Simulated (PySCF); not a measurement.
The metal is changed in M(NH3)4 2+. Isolated molecules, 0 K electronic values unless said otherwise. Multiplicities are imposed; where one is given, others were not computed.

Quantity: adiabatic spin-state energy, in kcal/mol.

Case: [Fe(NH3)4]2+: multiplicity 5 minus multiplicity 3. The other species in the difference include [Fe(NH3)4]2+ (charge +2, multiplicity 3). Geometry of [Fe(NH3)4]2+ (charge +2, multiplicity 5, Å):

```xyz
17

Fe     0.0000     0.0000     0.0000
N      1.4055    -1.4593     0.6194
H      1.1211    -2.4420     0.4562
H      1.5963    -1.4145     1.6368
H      2.3410    -1.3841     0.1809
N     -1.8436    -0.2225     1.0201
H     -1.7905    -0.1316     2.0507
H     -2.2671    -1.1556     0.8678
H     -2.5857     0.4433     0.7392
N      0.6680     1.9600     0.4482
H      0.8315     2.1507     1.4531
H      0.0375     2.7217     0.1391
H      1.5740     2.1796    -0.0038
N     -0.2299    -0.2782    -2.0877
H      0.6325    -0.1486    -2.6469
H     -0.9050     0.3900    -2.5014
H     -0.5854    -1.2087    -2.3717
```

Task: Estimate the adiabatic spin-state energy that B3LYP-D3(BJ)/def2-TZVP // PBE-D3(BJ)/def2-SVP (PySCF) returns for this input.

Result: -16.8 kcal/mol.
